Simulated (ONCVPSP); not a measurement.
# Logarithmic derivatives: phosphorus, ONCV

- Element: P (Z = 15)
- Generator: ONCVPSP 4.0.1
- Type: optimised norm-conserving Vanderbilt (ONCV)
- Functional: LDA (Perdew-Wang 92)
- Relativity: scalar-relativistic
- Frozen core: [Ne]
- Valence charge: 5
- Reference configuration: 3s2 3p2.5 (charge +0.5)
- Partial waves: 3s: rc 1.50 bohr, ncon 4, nbas 7, qcut 5.6 1/bohr, 2 projectors, debl 3.9 Ha; 3p: rc 1.95 bohr, ncon 4, nbas 8, qcut 4.7 1/bohr, 1 projector; d scattering state at 0.42 Ha: rc 2.05 bohr, ncon 4, nbas 7, qcut 5.5 1/bohr, 1 projector
- Local potential: polynomial inside 1.45 bohr (lpopt 5, dvloc0 3 Ha)
- Core correction: none

The phase is arctan(r·R′/R) of the radial function R(r), unwrapped; energies in Ha, scanned from -2 to 5 Ha. A pole is an energy at which the radial function vanishes at the test radius. The pseudo phase is shifted by a multiple of π to meet the all-electron one at the reference energy, and phase errors are pseudo minus all-electron; the curves can meet again beyond the range given. Levels narrower than the energy grid can be missing from the lists of poles.

Problem. For each channel, where are the poles, and over which energies does the pseudopotential scatter like the atom?

Solution.

```tsv
channel	radius (bohr)	reference energy (Ha)	poles, all-electron	poles, pseudo	unbroken range about the reference energy with phases within 0.05 rad	phase error 1 Ha above the reference energy (rad)
s	1.53	-0.68	2.50	2.50	the whole range	-0.001
p	1.97	-0.36	0.97	0.93	below 1.9	-0.006
d	2.08	0.42	1.26	1.29	below 2.0	+0.011
```

Phases in the s channel:

```csv
E (Ha),all-electron,pseudo
-1.98,0.647,0.642
-1.80,0.513,0.509
-1.62,0.347,0.343
-1.44,0.146,0.144
-1.26,-0.080,-0.082
-1.08,-0.313,-0.313
-0.90,-0.528,-0.529
-0.72,-0.713,-0.713
-0.54,-0.864,-0.864
-0.36,-0.985,-0.985
-0.18,-1.081,-1.081
0.00,-1.158,-1.159
0.18,-1.222,-1.222
0.36,-1.274,-1.275
0.54,-1.319,-1.319
0.72,-1.356,-1.357
0.90,-1.389,-1.390
1.08,-1.418,-1.419
1.26,-1.444,-1.444
1.44,-1.467,-1.467
1.62,-1.488,-1.488
1.80,-1.507,-1.507
1.98,-1.525,-1.525
2.16,-1.541,-1.542
2.34,-1.557,-1.558
2.52,-1.573,-1.573
2.70,-1.587,-1.587
2.88,-1.602,-1.602
3.06,-1.616,-1.616
3.24,-1.630,-1.630
3.42,-1.644,-1.645
3.60,-1.659,-1.659
3.78,-1.674,-1.674
3.96,-1.690,-1.690
4.14,-1.706,-1.707
4.32,-1.724,-1.725
4.50,-1.742,-1.745
4.68,-1.763,-1.768
4.86,-1.786,-1.793
```
